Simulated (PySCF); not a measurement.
Gas-phase reaction: SF4 + F → SF5

Energies from PySCF, thermal terms from the rigid-rotor harmonic-oscillator model, ideal gas at 1 bar. 'Table' is the NASA 1993 thermochemical table (part measured, part estimated). After a fit of one offset per element over all species, the range-separated, M06-2X, PBE0/def2-QZVP and CCSD(T)/def2-TZVPP enthalpies, where run, lie to one side of the table for SF5 (+45 kJ/mol): a fault of the table's entry, another state or a shared error of the levels is possible; this was not checked at source. S°(298 K) at PBE0/def2-TZVP differs from the NASA 1993 table for SF4 (-5 J/mol/K); whether the harmonic model or the table's entry is off was not settled. † marks an energy on the PBE0/def2-TZVP geometry and frequencies; other levels use their own. MP2 freezes the core. 6-31G* has spherical d functions here. Open shells (unrestricted): F (multiplicity 2, electronic degeneracy 6), SF5 (multiplicity 2); the rest are closed-shell singlets. Spin-orbit splitting is ignored; it lowers the true energy and changes the entropy of F. B3LYP is the form with VWN-RPA correlation. For this reaction the table lies outside the span of B3LYP, M06-2X, MP2, PBE0, r2SCAN, ωB97M-V, ωB97X-V in their largest bases here; which side is off was not settled. MP2 isn't extrapolated to the basis-set limit; its ΔH°(298 K) is -149.7 kJ in def2-SVP and -187.5 kJ in def2-TZVPP. The harmonic model lacks anharmonicity and excited electronic states, which grow with temperature; levels with a mode under 35 cm⁻¹ are left out. The table's entry may be an old estimate for SF4, SF5 (not checked at source).

```csv
level,"ΔH°(298 K), kJ",minus table,"ΔG°(1800 K), kJ"
table,-224.7,-,55.7
B3LYP/6-31G*,-165.2,59.5,92.8
M06-2X/def2-TZVP†,-167.7,57.0,97.0
MP2/def2-SVP†,-149.7,75.0,114.9
PBE/def2-SVP,-197.3,27.4,61.8
PBE0/def2-QZVP†,-179.2,45.5,85.4
ωB97X-V/def2-TZVP†,-178.2,46.5,86.4
```
